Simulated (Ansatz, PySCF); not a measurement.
Spin states of HNbO (SMILES [OH][Nb]), each relaxed with B3LYP-D3(BJ)/def2-TZVP.
State 1 (charge 0, multiplicity 5):
```xyz
3

Nb    -0.969    -0.706    -0.890
O      0.338    -0.086     0.359
H      0.598     0.840     0.461
```
State 2 (charge 0, multiplicity 3):
```xyz
3

Nb    -0.9744    -0.7875    -0.8808
O      0.2272     0.0477     0.2193
H      0.7140     0.7872     0.5912
```

Singlets are restricted, other states unrestricted; no spin–orbit coupling, no relativity up to Kr; see below for the cores. The largest T1 diagnostic is 0.053.

The values were computed with Ansatz (a quantum-chemistry and plane-wave program) with Gaussian orbitals; PySCF for the dispersion terms.  In def2 rows elements past Kr take small-core potentials, without spin–orbit coupling.

What is the computed energy of the multiplicity-3 state less that of the multiplicity-5 state (B3LYP/def2-TZVPP)?

34 kJ/mol

What energy of the multiplicity-3 state less that of the multiplicity-5 state does B97M-V/def2-TZVPP give?

60 kJ/mol

Give the energy of the multiplicity-3 state less that of the multiplicity-5 state at the level CAM-B3LYP-D3(BJ)/def2-TZVPP.

29 kJ/mol

Doubts at one or more of the structures used: a spin-contaminated determinant (B97M-V/def2-TZVPP, B3LYP/def2-TZVPP, CAM-B3LYP-D3(BJ)/def2-TZVPP).
